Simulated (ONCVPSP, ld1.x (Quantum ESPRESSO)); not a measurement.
**Potentials for C compared**

Generated with ld1.x 7.5 (TM, RRKJ, ultrasoft, PAW), atompaw 4.2 or ONCVPSP 4.0.1. The cutoff is in Ry: for ld1.x and atompaw files where the sum of valence levels is converged to 10 mRy in a Bessel basis, for ONCV files where the hardest occupied wave has 1 mHa per electron of residual kinetic energy. The error is the largest all-electron minus pseudo excitation energy over each file’s own four to seven test configurations (ionisations up to +4, promotions, holes and added fractions of an electron), all of which were solved. The labels leave out finer settings (local radius, basis sizes, second energies), which also bear on the numbers. Spin-polarised tests are not counted. The rows are a selection from randomly drawn settings: files with unsolved tests, undetermined cutoffs or missed reference levels are left out.

A true bound ghost makes a file unfit for plane-wave use even where its test errors are small: the radial tests pick states by their node count and pass the ghost by.

| potential | cutoff (Ry) | largest error (meV) | bound ghosts |
| --- | --- | --- | --- |
| TM, PBE, non-relativistic, rc 0.90/1.50/1.50 (spd), local s, core correction no, reference 2s2 2p1 | 60 | +253 | none |
| ONCV, PBE, scalar-relativistic, rc 1.30/3.10/3.15 (spd), local smoothed, core correction yes, reference 2s2 2p2, qcut 4.5/4.8/3.4, projectors 2/3/3 | 91 | +2471 | none |
| ONCV, PW91, scalar-relativistic, rc 0.85/0.85 (sp), local p, core correction yes, reference 2s1, qcut 7.6/11.6, projectors 2/0 | 370 | +76 | s |
| ONCV, PW91, scalar-relativistic, rc 1.00/2.90/2.65 (spd), local s, core correction yes, reference 2s2 2p2, qcut 5.9/5.2/3.8, projectors 0/1/2 | 41 | +1951 | none |
| ONCV, PBE, scalar-relativistic, rc 0.55/1.85 (sp), local smoothed, core correction no, reference 1s2 2s1 2p3, qcut 27.4/7.5, projectors 2/2 | 483 | +251 | none |
| ONCV, PBE, scalar-relativistic, rc 1.25/1.25/1.05 (spd), local smoothed, core correction no, reference 2s2, qcut 4.1/5.9/10.1, projectors 3/2/2 | 126 | +161 | none |
| ONCV, BLYP, fully relativistic, rc 0.95/2.25 (sp), local smoothed, core correction yes, reference 2s2 2p2, qcut 6/6.7, projectors 1/1 | 173 | +803 | none |

(1) Fill in the row for C: ONCV, PBE, scalar-relativistic, rc 0.95/1.95/1.85 (spd), local smoothed, core correction yes, reference 2s1 2p3, qcut 7.1/8.1/6.1, projectors 2/2/2.

Answers

(1) cutoff 40 Ry, largest error +184 meV, bound ghosts: none.
